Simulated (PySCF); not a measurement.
NMR data simulated for an unnamed compound:

¹H NMR (600 MHz, computed): δ 7.36 (s, 1H), 6.86 (d, 1H), 5.65 (m, 1H), 5.29 (m, 1H), 1.88 (br s, 1H).

¹³C{¹H} NMR (computed): δ 160.2 (CH), 148.2 (CH), 122.4 (C), 112.7 (CH), 98.7 (C), 63.5 (CH).

PySCF calculation with geometry: GFN2-xTB and GIAO PBE0/pcSseg-1 shieldings; no solvent, relativity neglected, one conformer.

Scale: TMS for ¹H (σ = 31.72 ppm), ¹³C (σ = 186.93 ppm) (reference shieldings calculated alike).

Q: Which of these does the molecule contain: a three-membered ring, a nitrile, a non-aromatic C=C double bond, an OH group, a heteroaromatic ring, a carboxylic acid?

A: 
- A three-membered ring: no.
- A nitrile: yes (δC 122.4).
- A non-aromatic C=C double bond: yes.
- An OH group: yes (δH 1.88 (br s)).
- A heteroaromatic ring: no.
- A carboxylic acid: no.

The data belong to `N#CC1=COC=C[C@@H]1O`, C6H5NO2; they needn't prove each group on their own.

Carbon signals by region: 1 in the far downfield region (above 160 ppm), 3 in the sp2 and nitrile region (100–160 ppm), 2 at 50–100 ppm. Above 160 ppm: 160.2, alkene carbon bearing oxygen.

OH/NH shifts are gas-phase values; hydrogen bonding in solution moves them, usually downfield. Shifts are as computed. Against solution values, carbons near 30 ppm lie about +3 ppm off and those near 130 ppm about +5 ppm (rms about the fit 2.1 ppm; single classes can miss by 10 ppm). Of 1328 compounds with measured shifts, 309 miss one by over three times the rms of a fit or turn the order of signals round; such compounds aren't used in these exercises. Signals without a measured value on file couldn't be tested in this way; 1H shifts scatter by 0.2 ppm about their fit, and single ones miss by 0.5 ppm. Multiplicities follow the n + 1 count of equivalent neighbours, as no J values were calculated; m marks all less simple cases, F and P coupling included.
